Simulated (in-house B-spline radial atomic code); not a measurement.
**Er⁹⁺: [Kr] 4d10 4f10 5s2 5p1 (with a hole in an inner shell)**

Method: Dirac-Hartree-Fock, average of configuration, Fermi nucleus of rms radius 5.2516 fm. Calculated with a radial B-spline atomic code at the basis-set limit.

Effective charges: Z_r = [3n² - l(l+1)]/(2<r>) from the radius, Z_e = n√(-2ε) from the energy, and Slater's rules. Values are occupation-weighted means over j. An effective charge above Z reflects the relativistic contraction of the inner shells.

```json
{"shell": "1s", "electrons": "2", "ε (eV)": "-57987", "<r> (bohr)": "0.02037", "Z_r": "73.65", "Z_e": "65.28", "Slater": "67.70"}
{"shell": "2s", "electrons": "2", "ε (eV)": "-9995.1", "<r> (bohr)": "0.08582", "Z_r": "69.91", "Z_e": "54.21", "Slater": "63.85"}
{"shell": "2p", "electrons": "6", "ε (eV)": "-8892.2", "<r> (bohr)": "0.07637", "Z_r": "65.47", "Z_e": "51.13", "Slater": "63.85"}
{"shell": "3s", "electrons": "2", "ε (eV)": "-2413.2", "<r> (bohr)": "0.2242", "Z_r": "60.22", "Z_e": "39.95", "Slater": "56.75"}
{"shell": "3p", "electrons": "6", "ε (eV)": "-2067.3", "<r> (bohr)": "0.2233", "Z_r": "55.98", "Z_e": "36.98", "Slater": "56.75"}
{"shell": "3d", "electrons": "10", "ε (eV)": "-1614.5", "<r> (bohr)": "0.2036", "Z_r": "51.56", "Z_e": "32.68", "Slater": "46.85"}
{"shell": "4s", "electrons": "2", "ε (eV)": "-624.33", "<r> (bohr)": "0.5072", "Z_r": "47.32", "Z_e": "27.10", "Slater": "40.25"}
{"shell": "4p", "electrons": "6", "ε (eV)": "-506.6", "<r> (bohr)": "0.5366", "Z_r": "42.86", "Z_e": "24.41", "Slater": "40.25"}
{"shell": "4d", "electrons": "10", "ε (eV)": "-341.91", "<r> (bohr)": "0.5778", "Z_r": "36.34", "Z_e": "20.05", "Slater": "28.85"}
{"shell": "5s", "electrons": "2", "ε (eV)": "-190.9", "<r> (bohr)": "1.146", "Z_r": "32.72", "Z_e": "18.73", "Slater": "15.50"}
{"shell": "4f", "electrons": "10", "ε (eV)": "-163.57", "<r> (bohr)": "0.6748", "Z_r": "26.68", "Z_e": "13.87", "Slater": "18.85"}
{"shell": "5p", "electrons": "1", "ε (eV)": "-161.45", "<r> (bohr)": "1.263", "Z_r": "28.90", "Z_e": "17.22", "Slater": "15.50"}
```

The least bound orbital is 5p3/2 at -158.8 eV, and it is also the most diffuse (<r> = 1.282 bohr).

Spin-orbit splittings of the orbital energies (j = l + 1/2 above j = l - 1/2 when positive): 2p 919.2 eV, 3p 196.5 eV, 3d 42.46 eV, 4p 44.87 eV, 4d 8.337 eV, 4f 1.276 eV, 5p 8.019 eV.

For the 1s electron the small component carries 6.48 % of the norm, the zero-frequency Breit interaction raises the level by 183.9 eV, self-energy by 112 eV, and vacuum polarisation lowers it by 19.37 eV.
